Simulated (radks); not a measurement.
Values are calculated unless marked as measured or tabulated.
Ba+, 55 electrons, occupied as [Kr] 4d10 5p6 6s1 7s2 (not the ground configuration). Code: a radial shooting solver on a logarithmic mesh with Libxc functionals. Model: scalar-relativistic Kohn-Sham, LDA (Slater exchange, Perdew-Wang correlation), spin-unpolarised, spherical densities, finite nucleus; Fermi nuclear charge, rms radius 4.8378 fm.

Unscreened Slater integrals over Kohn-Sham orbitals (cm^-1). Empty in this configuration: 6p.

| integral | value |
|---|---|
| F0(7s,7s) | 27945 |
| F0(7s,6s) | 33904 |
| G0(7s,6s) | 2089.0 |
| F0(7s,5p) | 36591 |
| G1(7s,5p) | 1329.1 |
| F0(7s,4d) | 38159 |
| G2(7s,4d) | 715.85 |
| F0(7s,6p) | 32852 |
| G1(7s,6p) | 4113.2 |
| F0(6s,6s) | 56249 |
| F0(6s,5p) | 68253 |
| G1(6s,5p) | 6423.7 |
| F0(6s,4d) | 74377 |
| G2(6s,4d) | 2859.0 |
| F0(6s,6p) | 50907 |
| G1(6s,6p) | 32136 |
| F0(5p,5p) | 110660 |
| F2(5p,5p) | 60012 |
| F0(5p,4d) | 137180 |
| F2(5p,4d) | 41032 |
| G1(5p,4d) | 12231 |
| G3(5p,4d) | 11857 |
| F0(5p,6p) | 58820 |
| F2(5p,6p) | 16902 |
| G0(5p,6p) | 3281.1 |
| G2(5p,6p) | 4570.9 |
| F0(4d,4d) | 248200 |
| F2(4d,4d) | 126250 |
| F4(4d,4d) | 84284 |
| F0(4d,6p) | 63210 |
| F2(4d,6p) | 8156.8 |
| G1(4d,6p) | 1920.9 |
| G3(4d,6p) | 1977.4 |
| F0(6p,6p) | 47139 |
| F2(6p,6p) | 25603 |
